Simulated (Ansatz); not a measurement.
[MoO3Cl]- (MoClO3⁻), relaxed as a singlet with RKS r2SCAN-D4/def2-SVPD in Ansatz, starting from the GFN2-xTB geometry. Force threshold 0.02 eV/Å.

In the def2 sets Mo takes a core potential; there is no spin–orbit coupling.

Start:

Cartesian coordinates in Å:
```
Mo 0.108 -0.014 -0.178
O -0.956 -0.719 -1.233
O 0.492 1.555 -0.540
O 1.407 -0.962 0.219
Cl -1.051 0.140 1.731
```

```json
{"step": "1", "energy (eV)": "-20516.0988", "largest force component (eV/Å)": "4.945", "SCF passes": "18"}
{"step": "2", "energy (eV)": "-20516.8800", "largest force component (eV/Å)": "0.665", "SCF passes": "26"}
{"step": "3", "energy (eV)": "-20516.8865", "largest force component (eV/Å)": "0.240", "SCF passes": "22"}
{"step": "4", "energy (eV)": "-20516.8884", "largest force component (eV/Å)": "0.032", "SCF passes": "22"}
{"step": "5", "energy (eV)": "-20516.8886", "largest force component (eV/Å)": "0.002", "SCF passes": "23"}
```

Force components are those of the run's own axes.

End:

Cartesian coordinates in Å:
```
Mo 0.0669 -0.0089 -0.1103
O -0.9228 -0.7346 -1.3246
O 0.5435 1.5697 -0.6215
O 1.4706 -0.9804 0.1469
Cl -1.1583 0.1543 1.9095
```

By distances, no bond broke or formed. The bond that changes most is Mo1–Cl5, from 2.24 to 2.37 Å (atoms count from 1).

No frequencies were taken in this run, so the end may be a saddle point.

Hardware: 4 threads of Arm Neoverse V1 on a shared host. Wall time 11 s.
